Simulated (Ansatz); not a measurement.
Ge6. Total charge 0; triplet. Geometry PBE-D4/def2-SVP, that of the charge +1 doublet; atoms count from 1.

```xyz
6

Ge    1.134    1.454   -0.594
Ge    0.338    0.305    1.497
Ge   -1.828    1.196    0.493
Ge   -0.674   -1.756    0.470
Ge   -0.692   -0.076   -1.403
Ge    1.723   -1.124   -0.463
```

The structure comes from a short search, and lower isomers may exist.

Question: Estimate the Mulliken populations from the PBE0/def2-SVP orbitals of Ansatz.

Answer: 
```json
{"atom": "Ge1", "charge (e)": "0.04", "spin (α − β)": "0.49"}
{"atom": "Ge2", "charge (e)": "-0.13", "spin (α − β)": "0.32"}
{"atom": "Ge3", "charge (e)": "0.12", "spin (α − β)": "0.20"}
{"atom": "Ge4", "charge (e)": "0.04", "spin (α − β)": "0.49"}
{"atom": "Ge5", "charge (e)": "-0.13", "spin (α − β)": "0.32"}
{"atom": "Ge6", "charge (e)": "0.06", "spin (α − β)": "0.20"}
```
Mulliken values and Mayer orders depend strongly on the basis.

Question: Where does the spin sit?

Answer: Summed by element: Ge 2.00, of 2 unpaired in all. Largest on single atoms: Ge4 0.49, Ge1 0.49, Ge2 0.32.

Question: And the Mayer bond orders between bonded heavy atoms (over 0.3)?

Answer: Ge1–Ge2 0.66 (2.52 Å); Ge1–Ge5 0.66 (2.52 Å); Ge1–Ge6 0.68 (2.65 Å); Ge2–Ge3 0.72 (2.55 Å); Ge2–Ge4 0.66 (2.52 Å); Ge2–Ge6 0.46 (2.79 Å); Ge3–Ge5 0.72 (2.55 Å); Ge4–Ge5 0.66 (2.52 Å); Ge4–Ge6 0.68 (2.65 Å); Ge5–Ge6 0.46 (2.80 Å). Values over 0.3 also appear between atoms too far apart for a bond (Ge1–Ge3 0.34 at 3.17 Å; Ge1–Ge4 0.36 at 3.83 Å; Ge2–Ge5 0.37 at 3.10 Å; Ge3–Ge4 0.34 at 3.17 Å; Ge3–Ge6 0.35 at 4.35 Å); they arise where an orbital or an unpaired electron spreads over both atoms.
